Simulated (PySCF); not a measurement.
C4H14GaN.
Atom-mapped SMILES: `[CH3:1][CH2:2][CH2:3][N@H+:4]([CH3:5])[GaH3-:6]` (hydrogens: H7, H8, H9 on C1; H10, H11 on C2; H12, H13 on C3; H14 on N4; H15, H16, H17 on C5; H18, H19, H20 on Ga6)

The calculation used PBE0-D3(BJ)/def2-SVP geometry optimisation, gas phase (PySCF).

Q: List the bond lengths, angles and torsions at this level.

A: 
```csv
bond,length (Å)
C1–C2,1.520
C2–C3,1.516
C3–N4,1.469
N4–C5,1.462
N4–Ga6,2.150
"C1–H7, C1–H8, C1–H9",1.101
C2–H10,1.101
C2–H11,1.105
C3–H12,1.102
C3–H13,1.107
N4–H14,1.021
"C5–H15, C5–H16, C5–H17",1.100
"Ga6–H18, Ga6–H19, Ga6–H20",1.585
```

Bonds in one row agree within 0.01 Å and their mean is given. A selection of angles:
```csv
angle,degrees
C2–C1–H7,111.7
H7–C1–H8,107.6
C1–C2–C3,112.1
C1–C2–H10,110.3
C1–C2–H11,109.9
C3–C2–H10,109.2
C3–C2–H11,109.2
H10–C2–H11,106.1
C2–C3–N4,113.0
C2–C3–H12,110.1
C2–C3–H13,109.9
N4–C3–H12,107.2
N4–C3–H13,109.4
H12–C3–H13,107.1
C3–N4–C5,112.2
C3–N4–Ga6,113.1
C3–N4–H14,108.4
C5–N4–Ga6,109.8
C5–N4–H14,108.9
Ga6–N4–H14,104.1
N4–C5–H15,109.8
N4–C5–H17,111.7
H15–C5–H16,107.9
H15–C5–H17,109.8
N4–Ga6–H18,98.6
N4–Ga6–H19,101.2
N4–Ga6–H20,97.9
H18–Ga6–H19,116.9
```

Torsions: C1–C2–C3–N4 180° (antiperiplanar); C2–C3–N4–C5 -171° (antiperiplanar).

N4 (nitrogen bonded to 2 C, Ga and H) is distorted tetrahedral (angles from 104.1° to 113.1°). Ga6 (gallium bonded to N and 3 H) is distorted tetrahedral (angles from 97.9° to 117.9°). Of the pairs four or more bonds apart, H13···H17 is among the closest relative to their van der Waals radii: 2.36 Å, 98 % of the sum of Bondi's values.

Point group: C1 (no symmetry element, even within 0.4 Å). PBE0-D3(BJ)/def2-SVP frequencies: not computed here. One conformer, not necessarily the lowest.
